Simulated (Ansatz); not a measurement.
Relaxation of ClH$_{7}$O$_{3}$SiSn (13 atoms, charge 0, multiplicity 1), to a largest force component of 0.03 eV/Å in at most 50 steps.

Level of theory: Ansatz 0.2.0, RKS PBE/def2-SVP.

```xyz
13
Properties=species:S:1:pos:R:3:forces:R:3
Sn -0.467 -0.157 0.084 0.12 0.11 0.22
H -0.466 0.049 1.807 -0.13 -0.16 -0.19
Cl 1.695 -0.666 -0.777 -0.02 0.01 0.01
O -1.299 1.436 -0.772 0.00 -0.01 -0.01
H -1.646 1.159 -1.644 -0.01 0.02 -0.01
O -1.565 -1.734 -0.480 -0.02 -0.03 0.00
H -0.967 -2.386 -0.897 0.01 -0.01 -0.01
O 1.246 1.959 1.681 -0.40 -0.41 0.32
Si 2.915 1.912 1.974 0.01 -0.01 0.00
H 3.436 0.501 2.061 -0.01 0.01 0.00
H 3.547 2.635 0.827 0.00 0.00 0.00
H 3.253 2.616 3.263 0.00 0.00 0.00
H 0.686 1.431 2.303 0.47 0.48 -0.33
```

Where does it end, and by what steps?

It converged. After 22 steps the energy has fallen by 0.486 eV; H13 moved furthest, 1.35 Å.

| step | energy less start (eV) | largest force component (eV/Å) | accepted |
| --- | --- | --- | --- |
| 0 | 0.0000 | 0.477 | yes |
| 1 | -0.0323 | 0.634 | yes |
| 2 | -0.0579 | 0.704 | yes |
| 3 | -0.0783 | 1.029 | yes |
| 4 | -0.0955 | 1.286 | yes |
| 5 | -0.1292 | 0.973 | yes |
| 6 | -0.1712 | 0.457 | yes |
| 7 | -0.1845 | 0.553 | yes |
| 8 | -0.2150 | 0.577 | yes |
| 9 | -0.2115 | 0.887 | no |
| 10 | -0.2423 | 0.257 | yes |
| 11 | -0.2625 | 0.213 | yes |
| 12 | -0.2854 | 0.673 | yes |
| 13 | -0.3140 | 1.178 | yes |
| 14 | -0.3663 | 0.739 | yes |
| 15 | -0.4105 | 0.975 | yes |
| 16 | -0.4430 | 1.053 | yes |
| 17 | -0.4629 | 0.473 | yes |
| 18 | -0.4767 | 0.269 | yes |
| 19 | -0.4835 | 0.249 | yes |
| 20 | -0.4841 | 0.139 | yes |
| 21 | -0.4859 | 0.039 | yes |
| 22 | -0.4861 | 0.014 | yes |

```xyz
13
Properties=species:S:1:pos:R:3
Sn -0.239 -0.364 0.492
H -0.594 -0.906 2.077
Cl 1.910 -0.952 -0.382
O -0.825 1.524 0.031
H -1.375 1.503 -0.775
O -1.427 -1.339 -0.809
H -0.862 -1.734 -1.502
O 1.043 1.456 1.695
Si 2.707 1.805 1.822
H 3.326 0.616 2.487
H 3.333 2.069 0.483
H 2.881 3.024 2.688
H 0.489 2.052 1.125
```

Whether the end is a true minimum wasn't checked by a vibrational analysis.

Run time: 47 s on 4 threads of Arm Neoverse V1 (shared host), peak memory 0.21 GiB.
